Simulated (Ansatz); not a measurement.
```yaml
crystal:
  periodic: [true, true, true]
  atoms:
    - {symbol: O, position_ang: [-1.372879, 1.338228, 0.229834]}
    - {symbol: W, position_ang: [-0.059337, 0.252335, 0.239193]}
    - {symbol: O, position_ang: [0.920701, 0.584954, 1.593270]}
    - {symbol: O, position_ang: [-0.690380, -1.515031, 0.370538]}
    - {symbol: O, position_ang: [0.931393, 0.489984, -1.342264]}
    - {symbol: H, position_ang: [-1.609879, -1.778188, 0.290874]}
    - {symbol: H, position_ang: [1.880381, 0.627709, -1.381445]}
basis:
  gaussian: {orbitals: x2c-TZVPPall, point_charges: [{charge: -1.00, position_ang: [5.469, 0.862, 0.274]}]}
hamiltonian: {xc: {name: PBE}}
correlation: {method: rpa, electrons: outside_noble_gas}
scf: {lower_state_search: light}
```

```sh
$ ansatz run in.yaml --threads 4 --pin off --events-out ev --progress --plain --max-ram 10444MiB
```

It prints (some lines left out):

```
Error: YAML parse error: error: line 2 column 3: crystal: missing field `lattice` (a structure is typed as `lattice` and `atoms`, a molecule's as `atoms` in Å alone, or read from a run's directory, `checkpoint`)
 --> <input>:2:3
1 | crystal:
2 |   periodic: [true, true, true]
3 |   atoms:
4 |     - {symbol: O, position_ang: [-1.372879, 1.338228, 0.229834]}
```

In this input the molecule is marked periodic without a cell. The input was rejected before any iteration.
